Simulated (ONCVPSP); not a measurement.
# What one change does to a pseudopotential (Zn, ONCV)

```
Element                 : Zn (Z = 30)
Generator               : ONCVPSP 4.0.1
Type                    : optimised norm-conserving Vanderbilt (ONCV)
Functional              : BLYP
Relativity              : scalar-relativistic
Frozen core             : [Ne]
Valence charge          : 20
Reference configuration : 3s2 3p6 3d10 4s2
Partial waves           : 3s+4s: rc 1.35 bohr, ncon 4, nbas 7, qcut 7.7 1/bohr, 2 projectors; 3p: rc 0.70 bohr, ncon 4, nbas 8, qcut 12.9 1/bohr, 3 projectors, debl 0.7 Ha; 3d: rc 1.30 bohr, ncon 4, nbas 9, qcut 13.5 1/bohr, 1 projector; f scattering state at 0.19 Ha: rc 1.40 bohr, ncon 3, nbas 6, qcut 7.5 1/bohr, 2 projectors, debl 1 Ha
Local potential         : polynomial inside 0.50 bohr (lpopt 5, dvloc0 1 Ha)
Core correction         : Teter function, fcfact 5.75, rcfact 1.4
```

In the p channel the program set the typed energies aside and used -3.058, 0.250, 0.950 Ha.

All-electron outer shells of the reference configuration (BLYP, scalar-relativistic, ld1.x):

```csv
shell,level (eV),outermost node (bohr),outermost maximum (bohr)
2p,-1004.46,–,0.15
3s,-128.95,0.28,0.59
3p,-83.22,0.25,0.59
3d,-10.05,–,0.56
4s,-5.96,0.85,2.09
```

Change: all radii but the core radius scaled by about 0.86 (s 1.16, p 0.60, d 1.12, f 1.20 bohr); local potential polynomial inside 0.44 bohr (lpopt 5, dvloc0 1 Ha).

Cutoffs: the cutoffs (Ha) at which the residual kinetic energy of the hardest occupied pseudo-wave falls to 1 and 0.1 mHa per electron; they do not see the model core or the augmentation charge, which bear on the density cutoff. Errors are all-electron minus pseudo energies relative to the spin-unpolarised reference configuration.

Task: What does the change do?

Result: The potential gets harder (80 Ha and 351 Ha → 129 Ha and 458 Ha); both files keep a bound ghost (p); of the 4 tests that both files solve, the error grows in 0 and shrinks in 3 by more than 15 % and 0.3 meV (median size 5.8 → 1.8 meV). A smaller radius makes the pseudo-wave follow the all-electron one further in, where it bends more sharply, so more plane waves are needed. Less of the atom is replaced, so other configurations are described better.

```csv
quantity,base,changed
"cutoff, loose",80 Ha,129 Ha
"cutoff, tight",351 Ha,458 Ha
loose cutoff by channel,"s 19 Ha, p 80 Ha, d 67 Ha","s 18 Ha, p 129 Ha, d 75 Ha"
bound ghosts,p,p
GHOST(+) flags under 300 eV,"f at 69.8 eV, s at 200.7 eV","f at 62.3 eV, s at 160.3 eV"
"error for 3s2 3p6 3d10 4s1, meV [ΔE 9.94 eV]",0.0,-0.1
"error for 3s2 3p6 3d10 4s0, meV [ΔE 28.60 eV]",+1.9,+0.9
"error for 3s2 3p6 3d9 4s0, meV [ΔE 69.14 eV]",-27,-21
"error for 3s2 3p6 3d9 4s2, meV [ΔE 17.81 eV]",+9.8,+2.8
"rms error of d²Exc/dni dnj with the model core, mHa",1.95,2.10
```

 A true bound ghost makes a file unfit for plane-wave use even where its test errors are small: the radial tests pick states by their node count and pass the ghost by.
